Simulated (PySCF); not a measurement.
Compound: C4H5N2O (doublet state).
Geometry (GFN2-xTB, Å), atoms numbered from 1 in this order:
```
atom  x, y, z in Å
O1     2.3741   -0.9912   -0.3408
C2     1.7289    0.0814    0.0392
C3     0.2395    0.0653    0.0224
C4    -0.6463    1.1063    0.3900
N5    -1.8970    0.7337    0.2483
N6    -1.8552   -0.5210   -0.2017
C7    -0.5995   -0.9704   -0.3554
H8     2.0777    0.9758   -0.5447
H9     2.0640    0.3981    1.0639
H10   -0.4064    2.0881    0.7460
H11   -2.7152   -1.0143   -0.3849
H12   -0.3634   -1.9526   -0.7083
```

The species is `[O]CC1=CNN=C1` [radical].

The calculation used UKS B3LYP, pcH-1 on C H N O, non-relativistic, mean-field spin-orbit, GIAO in PySCF 2.14.0. The structure is a single GFN2-xTB conformer in the gas phase; no vibrational or solvent corrections. A GFN2-xTB geometry isn't a minimum of the functional, and hyperfine couplings can be far from their values at a DFT geometry.

Output of the driver script. Atoms in this output count from 0.

```
UKS, coarse grid
  cycle   1  E = -339.77903490  |g| = 7.40e-01
  cycle   2  E = -331.70204010  |g| = 2.55e+00
  cycle   3  E = -339.86664586  |g| = 4.78e-01
  cycle   4  E = -340.01377970  |g| = 3.45e-01
  cycle   5  E = -340.05674214  |g| = 2.02e-01
  cycle   6  E = -340.06741898  |g| = 1.42e-01
  cycle   7  E = -340.07214128  |g| = 1.04e-01
  cycle   8  E = -340.07722404  |g| = 2.91e-02
  cycle   9  E = -340.07758049  |g| = 1.05e-02
  cycle  10  E = -340.07763811  |g| = 2.62e-03
  cycle  11  E = -340.07764334  |g| = 1.23e-03
  cycle  12  E = -340.07764477  |g| = 8.16e-04
UKS, final grid
  cycle   1  E = -340.07765351  |g| = 1.43e-03
  cycle   2  E = -340.07765095  |g| = 2.86e-03
  cycle   3  E = -340.07765447  |g| = 1.13e-04
  cycle   4  E = -340.07765448  |g| = 7.60e-05
  cycle   5  E = -340.07765450  |g| = 2.97e-05
  cycle   6  E = -340.07765450  |g| = 1.75e-05
E = -340.07765450 Eh   <S^2> = 0.7546 (exact 0.7500)
g shifts (ppm)      1          2          3
  rmc          -265       -265       -265
  gc             -9         26         43
  oz_so           1       5490      38106
  total        -273       5251      37884
hyperfine (MHz)  atom isotope    a_iso     a_fc   dipolar eigenvalues
    0   17O     -47.55     -47.55   -244.16    121.61    122.55
    1   13C     -47.45     -47.45     -7.99      3.76      4.23
    2   13C      -6.43      -6.43     -0.84     -0.49      1.33
    3   13C       0.57       0.57     -1.43     -0.60      2.03
    4   14N      -0.35      -0.35     -0.69      0.28      0.40
    5   14N       0.72       0.72     -0.84     -0.63      1.47
    6   13C      -0.32      -0.32     -1.67      0.08      1.59
    7    1H     281.08     281.08     -8.33     -4.05     12.39
    8    1H     281.66     281.66     -8.33     -4.06     12.39
    9    1H      -0.83      -0.83     -1.22     -0.98      2.20
   10    1H      -1.39      -1.39     -1.28     -0.71      2.00
   11    1H      -0.95      -0.95     -2.32     -1.98      4.30
```

**Question.** The run flagged its g tensor. What set off the flag, and which results does it touch?

**Answer.** The largest g shift is +0.038, past the limit of 0.03 at which the run flags a species of elements up to argon. The orbital-Zeeman/spin–orbit term is second order, a sum of spin–orbit matrix elements over excitation energies, so it grows and becomes less reliable as an excited state comes close; a shift of this size calls for a check with another method. The contact and dipolar couplings don't rest on that expansion, but they belong to the state that the SCF found, and a close-lying state with the spin in another orbital would have other couplings; no stability test was run.

**Question.** Where is the spin in this solution (atoms counted from 1)?

**Answer.** Largest spin populations (Mulliken): O1 (+0.81), H9 (+0.12), H8 (+0.12) and C2 (-0.09). O1 is the only atom above +0.15. The unrestricted determinant has ⟨S²⟩ = 0.7546 (exact 0.7500), so spin contamination is small. 

**Question.** Average a_iso over equivalent nuclei, turn it into first-order splittings with g = 2.0023, and give the multiplets for abundant isotopes (0.05 mT or more).

**Answer.** 
```
nuclei (from 1)  isotope    I         position  a_iso (MHz)  |a| (mT)    splits into
          H8/H9       1H  1/2  2 bonds from O1        281.4     10.04  1:2:1 triplet
```

Class means assume fast exchange of nuclei equivalent by connectivity; if that motion is slow, each nucleus keeps its own coupling.
